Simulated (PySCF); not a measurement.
Ions at one geometry of [Pb(SH)2]2+

PySCF 2.14.0, RKS PBE0, Pb def2-SVP with ECP60, S def2-SVP, H def2-SVP; non-relativistic Hamiltonian with scalar-relativistic core potentials where named; density fitting; no spin-orbit coupling; singlets restricted, open shells unrestricted. The geometry is relaxed for charge +2, singlet, vacuum:

```xyz
5

Pb    0.0000    0.0000    0.4310
S     2.3948    0.3597    0.5792
H     2.6691   -0.5753   -0.3878
S    -2.3948   -0.3597    0.5792
H    -2.6691    0.5753   -0.3878
```

Energies count from the relaxed state; an electron taken off or put on is at rest in vacuum. Charges and spins are Mulliken's.

```csv
state,energy (eV),spin squared,charge on Pb1 (e),spin on Pb1 (e),dipole about the centre of mass (D)
"charge +2, singlet, vacuum",0.00,0.00,1.13,0.00,1.70
"charge +1, doublet, vacuum",-13.51,0.76,0.84,0.10,1.50
```

Task: What does the state charge +3, doublet, vacuum give?

Result: energy (eV) 20.99, spin squared 0.78, charge on Pb1 (e) 1.35, spin on Pb1 (e) -0.06, dipole about the centre of mass (D) 1.75.

With an electron taken off (doublet) the charges change, summed by element, by Pb +0.22 e, S +0.65 e, H +0.12 e. The vertical ionisation energy is 20.99 eV, against −ε(HOMO) = 18.96 eV of the relaxed state. The level lies 2.0 eV too high, as is usual for semilocal functionals and global hybrids, which keep a self-interaction error.

With an electron put on (doublet) the charges change, summed by element, by Pb -0.28 e, S -0.58 e, H -0.14 e. The vertical electron affinity is 13.51 eV, against −ε(LUMO) = 15.56 eV of the relaxed state.

Open shells may have lower solutions than those found.
